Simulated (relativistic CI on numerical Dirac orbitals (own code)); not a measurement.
# One change at a time: Au71+

Base calculation: Dirac-Coulomb-Breit CI, KLI orbitals optimised for each configuration, model QED (radiative potential, 1s self-energy scaled to tabulated hydrogen-like ionisation energies), unscaled Slater integrals.

Configurations in the expansion (outside the closed core 1s2): 2s2 2p4, 2s 2p5, 2p6, 2p5 3s, 2s2 2p3 3s, 2p5 3p, 2s2 2p3 3p, 2p5 3d, 2s2 2p3 3d, 2s 2p4 3s, 2s 2p4 3p, 2s 2p4 3d, 2s2 2p3 4s, 2s2 2p3 4p, 2s2 2p3 4d, 2s2 2p3 4f. Levels of other configurations are missing.

The lowest level and the first level of each name with at least 55 % of one term (blank where a level has no safe partner in the second run):

```
           Level  Base (eV)  Shift (eV)
    2s2 2p4 3P_2        0.0         0.0
    2s2 2p4 1S_0       67.5        -0.2
    2s2 2p4 3P_1     1898.5        -0.4
    2s2 2p4 1D_2     1917.4        -0.4
    2s 2p5 3P°_2     2351.6         0.0
    2s 2p5 1P°_1     2444.9        +0.4
    2s2 2p4 3P_0     3846.4        -0.7
    2s 2p5 3P°_0     4263.9        -0.2
    2s 2p5 3P°_1     4304.2         0.0
        2p6 1S_0     4838.8        +1.0
 2s2 2p3 3p 3P_0    10606.1            
2s2 2p3 3d 3P°_0    10692.1            
2s2 2p3 3s 3S°_1    11759.2            
2s2 2p3 3s 3D°_3    11770.5
```

At this charge energies of transitions that change n are usually good to better than 1 %, and those within a shell (Δn = 0) to a few per cent.

Problem. One thing was changed in a second run, which moved the levels as shown. Which?
A. QED terms removed
B. P86 correlation estimate
C. Breit term removed
D. only the first 3 configurations

Solution. D. Only the first 3 configurations. With fewer configurations the levels that remain lose their mixing partners.

LS names give the leading component of a level, which can be under half, so a name can repeat, a term be missing and a line seem to break the LS rules.
